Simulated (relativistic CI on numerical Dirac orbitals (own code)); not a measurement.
**Energy levels of Te XLVIII**

These numbers are calculated, not measured: Dirac-Coulomb-Breit CI, separate exchange-only KLI orbitals for each configuration, model QED, unscaled Slater integrals (own radial code, finite nucleus).

CI space (outside the closed core 1s2): 2s²2p, 2s2p², 2p³, 2p²3s, 2p²3p, 2p²3d, 2s²3s, 2s²3p, 2s²3d, 2s2p3s, 2s2p3p, 2s2p3d, 2s²4s, 2s²4p, 2s²4d, 2s²4f. Levels of other configurations are missing.

The lowest level is 2s²2p ²P°1/2, with 100 % of that term; Hund's rules for 2s²2p give ²P° with J = 1/2, in agreement.

```
No.  Configuration  Term    J   E (eV)    %  Lifetime (s)  jj configuration (%)
  1          2s²2p   ²P°  1/2     0.00  100                         2p1/2 (100)
  2          2s2p²    ⁴P  1/2   154.29   60      1.21e-10       2s 2p1/2^2 (97)
  3          2s²2p   ²P°  3/2   303.71   98      2.64e-09            2p3/2 (98)
  4          2s2p²    ⁴P  3/2   411.05   93      3.85e-10   2s 2p1/2 2p3/2 (99)
  5          2s2p²    ²D  5/2   441.97   55      2.68e-10   2s 2p1/2 2p3/2 (99)
  6          2s2p²    ²D  3/2   490.68   67      1.91e-12   2s 2p1/2 2p3/2 (99)
  7          2s2p²    ²P  1/2   491.53   71      1.47e-12   2s 2p1/2 2p3/2 (97)
  8            2p³   ²P°  3/2   657.00   44      2.22e-12            2p3/2 (98)
  9          2s2p²    ⁴P  5/2   733.38   55      8.78e-12       2s 2p3/2^2 (99)
 10          2s2p²    ²S  1/2   804.62   70      1.78e-12       2s 2p3/2^2 (99)
 11          2s2p²    ²P  3/2   805.90   66      1.05e-12       2s 2p3/2^2 (99)
 12            2p³   ⁴S°  3/2   930.23   54      1.18e-12    2p1/2 2p3/2^2 (99)
 13            2p³   ²D°  5/2   949.82  100      1.37e-12   2p1/2 2p3/2^2 (100)
 14            2p³   ²P°  1/2   986.95  100      9.98e-13   2p1/2 2p3/2^2 (100)
 15            2p³   ²P°  3/2  1266.17   54      7.93e-13          2p3/2^3 (99)
 16          2s²3s    ²S  1/2  4761.31   97      1.69e-14               3s (97)
 17          2s²3p   ²P°  1/2  4815.23   95      3.70e-13            3p1/2 (95)
 18         2s2p3s   ⁴P°  1/2  4866.57   87      1.90e-14      2s 2p1/2 3s (98)
 19         2s2p3s   ⁴P°  3/2  4880.97   53      2.01e-14      2s 2p1/2 3s (83)
 20         2s2p3s   ²P°  1/2  4904.10   94      2.41e-14      2s 2p1/2 3s (98)
 21          2s²3p   ²P°  3/2  4909.77   81      6.71e-14            3p3/2 (81)
 22         2s2p3p    ⁴D  1/2  4912.09   72      2.38e-14  2s 2p1/2 3p1/2 (100)
 23         2s2p3p    ⁴D  3/2  4929.79   40      4.93e-15   2s 2p1/2 3p1/2 (90)
 24          2s²3d    ²D  3/2  4948.69   89      3.52e-15            3d3/2 (89)
 25         2s2p3p    ⁴P  1/2  4957.80   51      1.90e-14   2s 2p1/2 3p1/2 (98)
 26          2s²3d    ²D  5/2  4972.33   97      2.69e-15            3d5/2 (97)
 27         2s2p3p    ⁴P  3/2  5010.10   31      2.09e-14  2s 2p1/2 3p3/2 (100)
 28         2s2p3p    ²P  1/2  5023.65   37      7.12e-15   2s 2p1/2 3p3/2 (80)
 29         2s2p3p    ⁴D  5/2  5031.02   50      1.42e-13   2s 2p1/2 3p3/2 (97)
 30         2s2p3p    ²D  3/2  5034.09   46      9.03e-15   2s 2p1/2 3p3/2 (98)
```

Energies count from the lowest computed level; ° marks odd parity; lifetimes are radiative, by E1, M1, E2, M2 decay to levels of this space only. Filled j subshells are mostly left out of the jj labels.

The mean weight of the leading LS term, summed over parents, in these 30 levels is 70 %, and that of the leading jj configuration (from the same eigenvectors) 96 %, so jj coupling describes them better and the LS labels are nominal.

At this charge energies of transitions that change n are usually good to better than 1 %, and those within a shell (Δn = 0) to a few per cent.

LS names give the leading component of a level, which can be under half, so a name can repeat, a term be missing and a line seem to break the LS rules.
